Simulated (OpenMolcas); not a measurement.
Ni3+ among 2 point charges of -1 e arranged as a linear pair (D∞h).

```
Program             : OpenMolcas 26.06
Method              : CASSCF
Basis               : ANO-RCC-VDZP [5s4p2d1f]
Scalar Hamiltonian  : DKH2, point nucleus
Active space        : 7 electrons in 5 orbitals (3d)
State averaging     : 2S+1 = 4 even, 10 roots; 2S+1 = 2 even, 40 roots
Spin-orbit coupling : RASSI with atomic mean-field integrals over the reference wave functions
```

All point charges move together. At R = 1.86 Å the first state of the same spin is 1843 cm-1, and at R = 1.99 Å it is 1656 cm-1.

Task: A third run gives 1414 cm-1. What distance was it run at?

Result: With a power law R^-n the two known points give n = -ln(1656 / 1843) / ln(1.99 / 1.86) = 1.58. Then R = 1.86 × (1843 / 1414)^(1/1.58) = 2.200 Å. The run was at 2.16 Å, so the estimate is off by +0.040 Å.

Without dynamic correlation the repulsion within the d shell is too large (B by tens of per cent), so at a given field states of lower spin stand too high. Point charges give a weaker field than real ligands, and real ions of this kind are often low spin; the high spin found here belongs to the model. The ground term spreads over less than 5000 cm-1, several times less than with real ligands, so orbital moments are less quenched and χT lies further from the spin-only value than at real sites. This is an electrostatic model: the charges have no orbitals. No measured value stands beside these numbers.
